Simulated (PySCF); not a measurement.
## Static response to an electric field

Species: C₅H₇NO₂Si.
Structure used (GFN2-xTB), in Å, numbered top down from 1:
```
atom  x, y, z in Å
C1    -1.764   -0.025   -1.354
C2    -1.504    0.094   -0.053
C3    -1.997    1.209    0.668
N4    -2.386    2.105    1.268
C5    -0.678   -0.871    0.740
Si6    1.086   -0.188    1.023
C7     1.892   -0.086   -0.719
O8     1.502   -0.625   -1.724
O9     2.991    0.675   -0.702
H10   -1.384   -0.857   -1.921
H11   -2.349    0.707   -1.886
H12   -1.156   -1.062    1.702
H13   -0.620   -1.816    0.197
H14    1.869   -1.130    1.827
H15    1.087    1.159    1.587
H16    3.403    0.721   -1.584
```

Level: B3LYP/def2-SVPD (PySCF), static field, nuclei fixed, core orbitals frozen in the response. The polarisability tensor in these axes (au):

```
x    98.60  -4.25   0.36
y    -4.25  86.48   8.97
z     0.36   8.97 105.40
```

Q: What are the eigenvalues, a third of the trace, and Δα (Δα² = ½Σ(αi − αj)² over the three pairs)?

A: Principal values 81.91, 99.44 and 109.13 au; mean 96.83 au = 14.35 Å³ = 15.96 × 10⁻⁴⁰ C²·m²/J; Δα = 23.90 au (25 % of the mean).

Q: What is the dipole moment, and where does it point?

A: (2.09, -2.40, -0.95) D, 3.32 D in size, pointing from the negative to the positive side. Measured along this direction, the outermost atoms are N4 at the negative end and H16 at the positive end.

Q: Give the eigenvalues of the traceless quadrupole moment Θ = ½Σq(3rr − r²1), origin at the centre of nuclear charge.

A: -21.74, 7.74, 13.99 D·Å. The values depend on the origin, since the dipole doesn't vanish. The electronic extent ⟨r²⟩ about the same centre is 1573 bohr², a root-mean-square distance of 2.44 Å for the 74 electrons.

Q: Refractivity n − 1 of an ideal gas of it at 500 K and 1 atm, from the electronic α?

A: N = p/kT = 1.4678 × 10¹⁹ cm⁻³, so n − 1 = 2π × N × 14.35 × 10⁻²⁴ cm³ = 1323 × 10⁻⁶ at long wavelengths.

Q: Molar refractivity from α?

A: Lorentz–Lorenz: R = (4π/3)N_A α = 2.5225 cm³/(mol·Å³) × 14.35 Å³ = 36.2 cm³/mol, in the limit of long wavelengths.

Q: In a dilute gas of rigid molecules at 500 K, how does the orientational term μ²/3kT compare with the electronic polarisability?

A: In Gaussian units μ²/3kT = 53.30 Å³ against 14.35 Å³, a ratio of 3.71; the Debye molar polarisation (4π/3)N_A(α + μ²/3kT) is 170.7 cm³/mol, leaving out the vibrational part.

Q: Give the principal axes and the span of the nuclei along them.

A: Largest value along (-0.12, 0.39, 0.91), where the nuclei span 4.27 Å; middle along (0.96, -0.17, 0.20), 5.60 Å; least along (0.24, 0.91, -0.35), 3.88 Å. The strongest response doesn't lie along the longest of the three spans.

One conformer (not necessarily the lowest) at the GFN2-xTB geometry, without solvent, vibrations or thermal averaging.
